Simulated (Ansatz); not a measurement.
Consider the redistribution: `[K][Br]` + `CC[SiH](F)I` → `[K][I]` + `CC[SiH](F)Br`.

Calculated with Ansatz (gas phase, PBE0-D4/def2-TZVP geometries, no zero-point term in ΔE). CBS: MP2 limit from def2 TZ/QZ plus the TZ coupled-cluster correction, frozen cores. DFT in def2-TZVPP. B3LYP here is the variant with VWN-RPA as its local correlation; programs differ in this. def2 core potentials past Kr. For Br, I, K outer-core shells are correlated without core-valence functions, which leaves a few kJ/mol of doubt a bond. Scalar relativity is left out up to krypton. One conformer a species, not always the lowest.

```
             level  ΔE (kJ/mol)  difference from CCSD(T)/CBS
           PBE0-D4        -21.6                          0.1
          B3LYP-D4        -20.3                          1.4
           ωB97X-V        -23.4                         -1.7
           ωB97M-V        -24.2                         -2.5
               PBE        -20.8                          0.9
            r2SCAN        -23.2                         -1.5
              PBE0        -23.7                         -2.0
             B3LYP        -24.0                         -2.3
     HF/def2-TZVPP        -34.5                        -12.8
    MP2/def2-TZVPP        -24.1                         -2.4
SCS-MP2/def2-TZVPP        -25.0                         -3.3
    MP2/def2-QZVPP        -22.1                         -0.4
SCS-MP2/def2-QZVPP        -23.2                         -1.5
      HF/CBS(def2)        -33.1                        -11.4
     MP2/CBS(def2)        -21.3                          0.4
    CCSD/CBS(def2)        -23.5                         -1.8
       CCSD(T)/CBS        -21.7                            0
```

Largest T1 diagnostic among the species: 0.009.

In def2-TZVPP, CCSD(T) changes the Hartree–Fock value by +10.0 kJ/mol (the triples alone add +1.8 kJ/mol) and MP2 by +10.4 kJ/mol. The D4 term adds +3.7 kJ/mol with B3LYP and +2.1 kJ/mol with PBE0; it sums over pairs of atoms, weighted by their polarisabilities, and B3LYP, whose exchange is more repulsive, gets the larger term.
